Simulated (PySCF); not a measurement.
A PySCF script (with the pyscf-properties extension) for the NMR shieldings of SMILES C=C1CCB[C@@H](C)C1, C7H13B, on a GFN2-xTB geometry:

```python
import basis_set_exchange as bse
import numpy as np
from pyscf import gto, dft
from pyscf.prop import nmr

atoms = """
C    -1.501133    1.733431    1.222729
C    -0.980947    1.001401    0.251382
C    -1.783238    0.025103   -0.555944
C    -1.280603   -1.409872   -0.317459
B     0.282874   -1.561488   -0.255627
C     1.144009   -0.318242    0.195421
C     2.597342   -0.304150   -0.289236
C     0.473687    1.037012   -0.108554
H    -0.905440    2.419418    1.802182
H    -2.547279    1.683841    1.476151
H    -1.666455    0.264806   -1.616701
H    -2.843860    0.104924   -0.309037
H    -1.639316   -1.736166    0.666762
H    -1.756882   -2.082992   -1.033866
H     0.788210   -2.603638   -0.436353
H     1.173311   -0.412866    1.293063
H     3.107166   -1.219623    0.000598
H     3.139765    0.540738    0.132920
H     2.633182   -0.222395   -1.373745
H     0.981352    1.837999    0.433454
H     0.575336    1.239701   -1.178609
"""
names = dict.fromkeys(["C", "B", "H"], "pcSseg-1")
basis = {el: gto.basis.parse(bse.get_basis(n, elements=[el], fmt="nwchem")) for el, n in names.items()}
mol = gto.M(atom=atoms, basis=basis, charge=0, verbose=0)
mf = dft.RKS(mol, xc="PBE0")
mf.grids.level = 2
mf.grids.alignment = dft.numint.BLKSIZE   # the property module wants whole blocks of grid points
mf.conv_tol = 1e-9
mf.kernel()

calc = nmr.RKS(mf)   # GIAO
C = mf.mo_coeff
Co = C[:, mf.mo_occ > 0]
resp = mf.gen_response(singlet=True, hermi=2)
def vind(x):   # induced exchange potential for any number of trial vectors
    d = np.einsum("pi,xij,qj->xpq", C, 2 * x.reshape(-1, C.shape[1], Co.shape[1]), Co, optimize=True)
    return np.einsum("xpq,pi,qj->xij", resp(d - d.transpose(0, 2, 1)), C, Co, optimize=True).ravel()
mo1, _ = nmr.rhf.solve_mo1(calc, with_cphf=vind)
sigma = calc.kernel(mo1)
for i, s in enumerate(sigma):   # ppm
    w = np.linalg.eigvalsh((s + s.T) / 2)
    print("%2d %-2s iso %8.1f  s11 %8.1f  s22 %8.1f  s33 %8.1f" % (i, mol.atom_pure_symbol(i), w.mean(), *w))
```

Task: What are the results?

Result: 
```
 0 C  iso     73.2  s11    -24.8  s22    101.9  s33    142.6
 1 C  iso     26.0  s11    -96.5  s22     12.6  s33    162.0
 2 C  iso    149.9  s11    136.6  s22    140.2  s33    172.8
 3 C  iso    153.3  s11    134.2  s22    153.7  s33    172.2
 4 B  iso     10.9  s11    -65.6  s22    -19.9  s33    118.3
 5 C  iso    144.5  s11    126.7  s22    139.9  s33    166.9
 6 C  iso    165.6  s11    145.2  s22    164.8  s33    186.8
 7 C  iso    140.6  s11    123.0  s22    132.0  s33    166.8
 8 H  iso     26.6  s11     23.9  s22     25.0  s33     30.9
 9 H  iso     26.6  s11     23.9  s22     25.1  s33     30.9
10 H  iso     29.5  s11     26.5  s22     27.9  s33     34.1
11 H  iso     29.2  s11     25.0  s22     28.6  s33     34.1
12 H  iso     30.6  s11     26.4  s22     29.4  s33     36.1
13 H  iso     29.5  s11     25.0  s22     27.9  s33     35.5
14 H  iso     23.8  s11     17.8  s22     26.4  s33     27.2
15 H  iso     30.6  s11     25.3  s22     31.8  s33     34.7
16 H  iso     30.1  s11     25.9  s22     27.2  s33     37.0
17 H  iso     30.6  s11     26.1  s22     29.2  s33     36.4
18 H  iso     30.6  s11     26.9  s22     28.8  s33     36.1
19 H  iso     29.2  s11     25.2  s22     29.6  s33     32.9
20 H  iso     29.7  s11     26.5  s22     29.5  s33     33.0
```

These numbers come from an equivalent density-fitted implementation of the same equations, which agrees with the script to about 0.01 ppm for H and up to a few tenths of a ppm for heavy atoms, so last digits may differ.

Size and cost of the density-fitted run: 201 basis functions, 39 s wall time on 1 thread of an Arm Neoverse V1, shared host; peak memory 0.9 GiB.
